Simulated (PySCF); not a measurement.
```xyz
4
charge 0 multiplicity 5, angstrom
Ir    0.1474   -0.0405   -0.0906
S    -1.9640    0.2376    0.2631
O     2.0354    0.1190    0.3257
H     2.5604   -0.6203    0.6556
```

These are results of PySCF, UPBE0, basis Ir def2-SVP with ECP60, S def2-SVP, O def2-SVP, H def2-SVP (scalar-relativistic core potentials, no spin–orbit coupling, density fitting), not measurements.

This geometry of IrS(OH) is a stationary point at this level.

**Question.** What is the point group?

**Answer.** C1.

**Question.** Is it a minimum?

**Answer.** Yes: all harmonic wavenumbers are real.

**Question.** List the harmonic modes with their infrared intensities.

**Answer.** 
| symmetry | ω (cm⁻¹) | IR (km/mol) |
| --- | --- | --- |
| a | 76 | 0.3 |
| a | 238 | 98.6 |
| a | 465 | 4.1 |
| a | 617 | 213 |
| a | 673 | 37.4 |
| a | 3873 | 157 |

**Question.** Give the atomic charges and bond orders.

**Answer.** 
```csv
atom,Mulliken,Löwdin,polar tensor,spin (Mulliken),Mayer order to Ir1
Ir1,0.44,-0.01,0.74,2.61,–
S2,-0.18,0.13,-0.23,1.14,1.79
O3,-0.47,-0.22,-0.83,0.24,0.96
H4,0.21,0.09,0.31,0.00,0.02
```
Other Mayer orders above 0.3: O–H 0.94.

**Question.** What is the atomisation energy, with and without zero-point energy?

**Answer.** 1092 kJ/mol without, 1057 kJ/mol with.

This need not be the most stable arrangement of these atoms. Open d and f shells are described by one determinant, and the ground state may have another occupation or spin. At this level a singlet minimum of Cs symmetry lies 86 kJ/mol below this structure. No spin–orbit coupling is included, which matters more the heavier the element.
